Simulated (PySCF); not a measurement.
PySCF input file for Mn(CO)5(Me) (C6H3MnO5), SMILES [C-](->[Mn](<-[C-]#[O+])([CH3])(<-[C-]#[O+])(<-[C-]#[O+])<-[C-]#[O+])#[O+], multiplicity 1, TDA-CAM-B3LYP/def2-SVP. Geometry: B3LYP-D3(BJ)/def2-SVP. The multiplicity is an assumed one; other spin states were not compared. The isomer is the one that the SMILES or the coordinates give; other isomers of the formula were not compared.

```python
import numpy as np
from pyscf import gto, scf, dft, tdscf

mol = gto.M(
    atom='''
    Mn   -0.00546047    0.01543559    0.00903472
    O     1.67886606   -0.72877279    2.37326240
    C     1.02480117   -0.41835443    1.48935231
    O     2.33385271    1.49906145   -1.13458821
    C     1.43105020    0.96216709   -0.68500895
    O    -1.36797103    0.19781891   -2.65549448
    C    -0.86548932    0.15599160   -1.63031247
    O    -2.02639687   -2.02889649    0.86103759
    C    -1.27382184   -1.22660507    0.55249851
    O    -1.34068642    2.36976512    1.25254842
    C    -0.82485793    1.46427839    0.77487876
    C     0.94096194   -1.72903164   -0.92387182
    H     1.44455376   -2.34600761   -0.16742243
    H     1.68572031   -1.41304036   -1.66685841
    H     0.18905718   -2.34932660   -1.43093125
    ''',
    basis='def2-SVP',
    charge=0,
    spin=0,
    max_memory=1600,
    verbose=4,
)
mf = dft.RKS(mol, xc='cam-b3lyp').density_fit(auxbasis='def2-universal-jkfit')
mf.grids.level = 3
mf.conv_tol = 1e-9
mf.max_cycle = 100
mf.kernel()
mf.grids = dft.Grids(mol).set(level=1).build(with_non0tab=True)  # coarser grid for the response kernel
td = tdscf.TDA(mf)
td.singlet = True
td.nstates = 10
td.conv_tol = 1e-4
td.kernel(x0=td.get_init_guess(mf, 15))
td.analyze()
tt = tdscf.TDA(mf)
tt.singlet = False
tt.nstates = 4
tt.conv_tol = 1e-4
tt.kernel(x0=tt.get_init_guess(mf, 9))
tt.analyze(verbose=3)
```

Log of the run:

```
PySCF version 2.14.0

[INPUT] verbose = 4
[INPUT] num. atoms = 15
[INPUT] num. electrons = 104
[INPUT] charge = 0
[INPUT] spin (= nelec alpha-beta = 2S) = 0
[INPUT] symmetry False subgroup None
[INPUT] Mole.unit = angstrom
[INPUT] Symbol           X                Y                Z      unit          X                Y                Z       unit  Magmom
[INPUT]  1 Mn    -0.005460470000   0.015435590000   0.009034720000 AA   -0.010318792811   0.029169037671   0.017073146412 Bohr   0.0
[INPUT]  2 O      1.678866060000  -0.728772790000   2.373262400000 AA    3.172597053228  -1.377180980135   4.484815957728 Bohr   0.0
[INPUT]  3 C      1.024801170000  -0.418354430000   1.489352310000 AA    1.936593543434  -0.790575295699   2.814467968888 Bohr   0.0
[INPUT]  4 O      2.333852710000   1.499061450000  -1.134588210000 AA    4.410342436974   2.832815584393  -2.144060981061 Bohr   0.0
[INPUT]  5 C      1.431050200000   0.962167090000  -0.685008950000 AA    2.704292948504   1.818232286170  -1.294479308376 Bohr   0.0
[INPUT]  6 O     -1.367971030000   0.197818910000  -2.655494480000 AA   -2.585090593039   0.373823562160  -5.018157292494 Bohr   0.0
[INPUT]  7 C     -0.865489320000   0.155991600000  -1.630312470000 AA   -1.635537778536   0.294781401733  -3.080844065763 Bohr   0.0
[INPUT]  8 O     -2.026396870000  -2.028896490000   0.861037590000 AA   -3.829335103976  -3.834058701191   1.627125228056 Bohr   0.0
[INPUT]  9 C     -1.273821840000  -1.226605070000   0.552498510000 AA   -2.407174409090  -2.317947645303   1.044070868130 Bohr   0.0
[INPUT] 10 O     -1.340686420000   2.369765120000   1.252548420000 AA   -2.533530152724   4.478207056347   2.366973471557 Bohr   0.0
[INPUT] 11 C     -0.824857930000   1.464278390000   0.774878760000 AA   -1.558755579376   2.767085127219   1.464308636143 Bohr   0.0
[INPUT] 12 C      0.940961940000  -1.729031640000  -0.923871820000 AA    1.778160360239  -3.267396260308  -1.745864714003 Bohr   0.0
[INPUT] 13 H      1.444553760000  -2.346007610000  -0.167422430000 AA    2.729810978611  -4.433311869045  -0.316382539809 Bohr   0.0
[INPUT] 14 H      1.685720310000  -1.413040360000  -1.666858410000 AA    3.185549708517  -2.670259283357  -3.149905883328 Bohr   0.0
[INPUT] 15 H      0.189057180000  -2.349326600000  -1.430931250000 AA    0.357266292083  -4.439583851156  -2.704068165582 Bohr   0.0

nuclear repulsion = 934.676640146378
number of shells = 86
number of NR pGTOs = 358
number of NR cGTOs = 200
basis = def2-SVP
ecp = {}


[settings echo left out]
init E= -1756.55279310462
  HOMO = -0.104584204955248  LUMO = -0.0355221163866437  gap/eV = 1.87928
cycle= 1 E= -1748.46712642781  delta_E= 8.09  |g|=  5.4  |ddm|= 10.2
  HOMO = -0.458591095457174  LUMO = -0.453915447128279  gap/eV = 0.12723
cycle= 2 E= -1690.113733065  delta_E= 58.4  |g|= 15.5  |ddm|=  440
  HOMO = -0.377468013682758  LUMO = -0.376115029714435  gap/eV = 0.03682
cycle= 3 E= -1741.39860598476  delta_E= -51.3  |g|= 7.29  |ddm|=  420
  HOMO = -0.294535314311402  LUMO = -0.138753809034756  gap/eV = 4.23903
cycle= 4 E= -1755.97987221589  delta_E= -14.6  |g|= 2.02  |ddm|= 25.3
  HOMO = -0.273252621378913  LUMO = -0.0781517391773132  gap/eV = 5.30897
cycle= 5 E= -1755.70313585453  delta_E= 0.277  |g|= 2.69  |ddm|= 2.67
  HOMO = -0.305190815733972  LUMO = -0.0486906634701002  gap/eV = 6.97972
cycle= 6 E= -1756.07067679888  delta_E= -0.368  |g|= 2.23  |ddm|= 0.57
  HOMO = -0.330025214018491  LUMO = -0.0398594681928133  gap/eV = 7.89581
cycle= 7 E= -1756.14202979917  delta_E= -0.0714  |g|= 2.12  |ddm|= 0.346
  HOMO = -0.339426435257225  LUMO = -0.0303063363463938  gap/eV = 8.41159
cycle= 8 E= -1756.32821069813  delta_E= -0.186  |g|=  1.8  |ddm|= 0.377
  HOMO = -0.331248265390458  LUMO = -0.0225424276879211  gap/eV = 8.40031
cycle= 9 E= -1756.71685012411  delta_E= -0.389  |g|= 0.75  |ddm|= 0.881
  HOMO = -0.305074729787565  LUMO = 0.00538230447952159  gap/eV = 8.44797
cycle= 10 E= -1756.78955149769  delta_E= -0.0727  |g|= 0.303  |ddm|= 0.823
  HOMO = -0.313464069718555  LUMO = 0.0129456311653327  gap/eV = 8.88206
cycle= 11 E= -1756.80694911985  delta_E= -0.0174  |g|= 0.0819  |ddm|= 0.26
  HOMO = -0.319798711462209  LUMO = 0.00868675221919878  gap/eV = 8.93854
cycle= 12 E= -1756.8081149011  delta_E= -0.00117  |g|= 0.0108  |ddm|= 0.0801
  HOMO = -0.319924714591935  LUMO = 0.00888463749890997  gap/eV = 8.94736
cycle= 13 E= -1756.80817049333  delta_E= -5.56e-05  |g|= 0.00564  |ddm|= 0.0219
  HOMO = -0.319317592821493  LUMO = 0.00921887023238084  gap/eV = 8.93993
cycle= 14 E= -1756.80818604771  delta_E= -1.56e-05  |g|= 0.00393  |ddm|= 0.0124
  HOMO = -0.319492800500419  LUMO = 0.00911696383742816  gap/eV = 8.94193
cycle= 15 E= -1756.80818951712  delta_E= -3.47e-06  |g|= 0.00157  |ddm|= 0.00467
  HOMO = -0.319566092404013  LUMO = 0.00909488462298639  gap/eV = 8.94332
cycle= 16 E= -1756.80819005653  delta_E= -5.39e-07  |g|= 0.000464  |ddm|= 0.00163
  HOMO = -0.319584437493095  LUMO = 0.00911143977997258  gap/eV = 8.94427
cycle= 17 E= -1756.80819013751  delta_E= -8.1e-08  |g|= 0.000273  |ddm|= 0.000908
  HOMO = -0.319578443659386  LUMO = 0.00910960742400793  gap/eV = 8.94406
cycle= 18 E= -1756.80819015305  delta_E= -1.55e-08  |g|= 0.000178  |ddm|= 0.000273
  HOMO = -0.319585208921642  LUMO = 0.00911069846302579  gap/eV = 8.94427
cycle= 19 E= -1756.80819016279  delta_E= -9.73e-09  |g|= 6.6e-05  |ddm|= 0.000228
  HOMO = -0.319590407021249  LUMO = 0.0091127467069414  gap/eV = 8.94447
cycle= 20 E= -1756.80819016513  delta_E= -2.35e-09  |g|= 2.37e-05  |ddm|= 0.000159
  HOMO = -0.319591847133378  LUMO = 0.00911175339200234  gap/eV = 8.94448
cycle= 21 E= -1756.80819016536  delta_E= -2.3e-10  |g|= 1.63e-05  |ddm|= 4.11e-05
  HOMO = -0.31958913587488  LUMO = 0.00911284318183163  gap/eV = 8.94444
Extra cycle  E= -1756.80819016505  delta_E= 3.09e-10  |g|= 5.15e-05  |ddm|= 5.89e-05
converged SCF energy = -1756.80819016505
tot grids = 71848


******** <class 'pyscf.tdscf.rks.TDA'> for <class 'pyscf.df.df_jk.DFRKS'> ********
nstates = 10 singlet
deg_eia_thresh = 1.000e-03
wfnsym = None
conv_tol = 0.0001
eigh lindep = 1e-12
eigh level_shift = 0
eigh max_cycle = 100


Excitation energies (eV)
[4.51359091 4.51396616 4.57803136 4.57903545 4.89177317 4.97220012
 5.00379906 5.07983493 5.09551318 5.12455637]

** Singlet excitation energies and oscillator strengths **
Excited State   1:      4.51359 eV    274.69 nm  f=0.0001
      51 -> 56       -0.49621
      51 -> 63        0.18482
      52 -> 56       -0.27099
      52 -> 63       -0.33654
Excited State   2:      4.51397 eV    274.67 nm  f=0.0001
      51 -> 56       -0.27293
      51 -> 63       -0.33647
      52 -> 56        0.49302
      52 -> 63       -0.18466
Excited State   3:      4.57803 eV    270.82 nm  f=0.0017
      51 -> 63       -0.30152
      52 -> 56       -0.22247
      52 -> 58        0.25648
      52 -> 64       -0.50078
Excited State   4:      4.57904 eV    270.76 nm  f=0.0017
      51 -> 56        0.23711
      51 -> 58        0.26084
      51 -> 64       -0.51012
      52 -> 63       -0.28787
Excited State   5:      4.89177 eV    253.45 nm  f=0.0000
      49 -> 63       -0.28816
      51 -> 55       -0.22570
      51 -> 59       -0.18275
      51 -> 60       -0.33183
      52 -> 54        0.22319
      52 -> 59       -0.33054
      52 -> 60        0.17841
Excited State   6:      4.97220 eV    249.35 nm  f=0.0000
      49 -> 57        0.14394
      49 -> 63       -0.59357
      51 -> 55        0.17882
      51 -> 60        0.11245
      52 -> 54       -0.18163
      52 -> 59        0.11456
Excited State   7:      5.00380 eV    247.78 nm  f=0.0000
      49 -> 64        0.17492
      50 -> 56        0.15488
      51 -> 54       -0.41662
      51 -> 59        0.15635
      51 -> 60       -0.12785
      52 -> 55        0.40681
      52 -> 59        0.12646
      52 -> 60        0.15214
Excited State   8:      5.07983 eV    244.07 nm  f=0.0001
      49 -> 58       -0.12507
      49 -> 64        0.22462
      50 -> 56       -0.19830
      51 -> 54        0.19891
      51 -> 59        0.29480
      51 -> 60       -0.23051
      52 -> 55       -0.19957
      52 -> 59        0.24659
      52 -> 60        0.28305
Excited State   9:      5.09551 eV    243.32 nm  f=0.0000
      49 -> 63       -0.10199
      51 -> 54       -0.11236
      51 -> 55       -0.37197
      51 -> 59        0.12172
      51 -> 60        0.25920
      52 -> 54        0.37155
      52 -> 59        0.23542
      52 -> 60       -0.14753
Excited State  10:      5.12456 eV    241.94 nm  f=0.0000
      49 -> 59        0.23965
      49 -> 60       -0.10831
      51 -> 55        0.17819
      51 -> 56       -0.21964
      51 -> 58        0.11091
      51 -> 59        0.13556
      51 -> 60        0.18584
      51 -> 64       -0.24554
      52 -> 54        0.24758
      52 -> 57       -0.10736
      52 -> 59       -0.11346
      52 -> 63        0.30126

** Transition electric dipole moments (AU) **
state          X           Y           Z        Dip. S.      Osc.
  1        -0.0166     -0.0136      0.0227      0.0010      0.0001
  2         0.0294     -0.0125      0.0132      0.0012      0.0001
  3         0.1114      0.0211      0.0525      0.0156      0.0017
  4        -0.0319     -0.0691      0.0981      0.0154      0.0017
  5        -0.0004     -0.0006      0.0010      0.0000      0.0000
  6         0.0004      0.0012     -0.0015      0.0000      0.0000
  7        -0.0020     -0.0002     -0.0003      0.0000      0.0000
  8         0.0177      0.0069      0.0068      0.0004      0.0001
  9        -0.0042     -0.0090      0.0126      0.0003      0.0000
 10        -0.0006      0.0044     -0.0092      0.0001      0.0000

** Transition velocity dipole moments (imaginary part, AU) **
state          X           Y           Z        Dip. S.      Osc.
  1         0.0035      0.0043     -0.0042      0.0000      0.0002
  2        -0.0054     -0.0007     -0.0047      0.0001      0.0002
  3         0.0184      0.0040      0.0089      0.0004      0.0017
  4        -0.0054     -0.0117      0.0165      0.0004      0.0017
  5         0.0000      0.0001     -0.0002      0.0000      0.0000
  6         0.0005      0.0012     -0.0017      0.0000      0.0000
  7        -0.0013     -0.0005     -0.0005      0.0000      0.0000
  8         0.0050      0.0018      0.0016      0.0000      0.0001
  9         0.0003      0.0013     -0.0021      0.0000      0.0000
 10        -0.0001     -0.0060      0.0113      0.0002      0.0006

** Transition magnetic dipole moments (imaginary part, AU) **
state          X           Y           Z
  1         0.1887     -0.0315      0.1028
  2         0.1113      0.0986     -0.1240
  3         0.2919      0.6335     -0.8897
  4         0.9787      0.2478      0.5000
  5         0.2396     -0.4372     -0.2328
  6         0.3849     -0.7096     -0.3796
  7        -0.0004     -0.0142      0.0182
  8         0.0024      0.0210     -0.0271
  9        -0.0020      0.0459      0.0325
 10         0.0238     -0.0445     -0.0228


******** <class 'pyscf.tdscf.rks.TDA'> for <class 'pyscf.df.df_jk.DFRKS'> ********
nstates = 4 triplet
deg_eia_thresh = 1.000e-03
wfnsym = None
conv_tol = 0.0001
eigh lindep = 1e-12
eigh level_shift = 0
eigh max_cycle = 100


Excitation energies (eV)
[3.95976409 4.00227377 4.00362536 4.17636268]

** Triplet excitation energies and oscillator strengths **
Excited State   1:      3.95976 eV    313.11 nm  f=0.0000
Excited State   2:      4.00227 eV    309.78 nm  f=0.0000
Excited State   3:      4.00363 eV    309.68 nm  f=0.0000
Excited State   4:      4.17636 eV    296.87 nm  f=0.0000
```

Self-consistency was reached.

Cost: roughly 25 core-minutes.
